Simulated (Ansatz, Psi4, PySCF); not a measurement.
CH$_{9}$AlO$_{2}$Si$_{2}$ (SMILES [CH3][Al]([O][SiH3])[O][SiH3]), singlet, at a GFN2-xTB geometry (such geometries of metal compounds can be far from the true shape). Base run: PBE0/def2-SVP in PySCF.

Geometry (Å):
```xyz
15

Al     0.3282     0.5174     0.4689
C      1.1685     1.8604     1.6660
H      1.7924     1.3825     2.4200
H      0.4132     2.4602     2.1739
H      1.7921     2.5536     1.1010
O     -0.7857     0.9886    -0.6980
Si    -1.8708     1.3915    -1.8421
H     -3.1978     1.0748    -1.3094
H     -1.5644     0.6183    -3.0467
H     -1.7133     2.8305    -2.0717
O      0.7086    -1.1157     0.5871
Si     1.0426    -2.7065     0.6610
H     -0.1953    -3.4001     1.0222
H      2.0686    -2.8655     1.6958
H      1.5393    -3.1165    -0.6539
```
Charge 0, spin multiplicity 1.
All else is at PySCF's defaults.

The same geometry, method and basis name were run in Ansatz (an electronic-structure program) and Psi4 and PySCF, at each program's defaults and at the settings that a row names. The base is PySCF at its defaults. Differences at the defaults can come from grids, fitting, cores and function types together.

```csv
code and settings,ΔE vs base (mEh),basis functions,E (Eh),SCF cycles,dipole (D)
"PySCF, defaults (exact integrals, its default grid, spherical functions)",0.000,141,-1014.58387,10,0.48
"Psi4, defaults (density fitting with its default set, its default grid, spherical functions)",-0.147,141,-1014.58402,8,0.48
"Ansatz, defaults (factorised integrals, its default grid, spherical functions)",0.001,141,-1014.58387,-,-
"PySCF, density fitting with def2-universal-jkfit",-0.109,141,-1014.58398,10,0.48
"PySCF, fine grid",0.000,141,-1014.58387,10,0.48
"Psi4, exact integrals, spherical functions, fine grid",0.000,141,-1014.58387,11,0.48
"Ansatz, high accuracy",0.000,141,-1014.58387,-,-
```
